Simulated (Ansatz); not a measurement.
`F[CH2][SnH3]` + H₂ → `[SnH4]` + `CF` at 500 K and 1 bar (hydrogenolysis of the Sn–C bond).

Computed with Ansatz on PBE0-D4/def2-TZVP structures; ΔE is electronic, products minus reactants. CCSD(T)/CBS adds triple-zeta CCSD(T) − MP2 to the extrapolated MP2 energy (def2 sets, frozen cores). This one scheme is used for every species. def2 core potentials past Kr. For Sn outer-core shells are correlated without core-valence functions, which leaves a few kJ/mol of doubt a bond.

```json
{"species": "`F[CH2][SnH3]`", "CCSD(T)/CBS energy (Eh)": "-354.83026", "H − E (kJ/mol)": "165.8", "S (J/(mol·K))": "367.5"}
{"species": "H₂", "CCSD(T)/CBS energy (Eh)": "-1.17544", "H − E (kJ/mol)": "41.0", "S (J/(mol·K))": "145.5"}
{"species": "`[SnH4]`", "CCSD(T)/CBS energy (Eh)": "-216.39156", "H − E (kJ/mol)": "91.5", "S (J/(mol·K))": "258.6"}
{"species": "`CF`", "CCSD(T)/CBS energy (Eh)": "-139.63461", "H − E (kJ/mol)": "122.2", "S (J/(mol·K))": "244.8"}
```

H − E and S are ideal-gas, rigid-rotor, harmonic terms from PBE0-D4/def2-TZVP. The MP2-based limit puts H₂ 0.8 mEh under its directly extrapolated value; such offsets cancel only in part. 1 Eh = 2625.50 kJ/mol, R = 8.31446 J/(mol·K).

Problem. By hand: ΔE, ΔH, ΔS and ΔG.

Solution. ΔE = (-216.39156) + (-139.63461) − (-354.83026) − (-1.17544) = -0.02047 Eh = -53.7 kJ/mol. Δ(H − E) = 91.5 + 122.2 − 165.8 − 41.0 = 6.9, so ΔH = -46.8 kJ/mol. ΔS = 258.6 + 244.8 − 367.5 − 145.5 = -9.6 J/(mol·K). ΔG = -46.8 − 500 × (-9.6)/1000 = -42.0 kJ/mol.

Problem. By hand: the equilibrium constant, and the temperature at which ΔG would vanish if ΔH and ΔS stayed fixed.

Solution. log₁₀ K = −ΔG/(RT ln 10) = 4.4. ΔG = 0 at ΔH/ΔS = 4875 K, far beyond where these terms or the molecules hold.

The number of gas molecules stays the same, so ΔS is small and ΔH decides. A doubt of 5 kJ/mol in ΔE shifts log₁₀ K by 0.5 here. These are equilibria of isolated gas molecules and say nothing of rates. Largest T1 diagnostic: 0.013 (customary marks: 0.02 for closed shells, 0.045 for open ones).
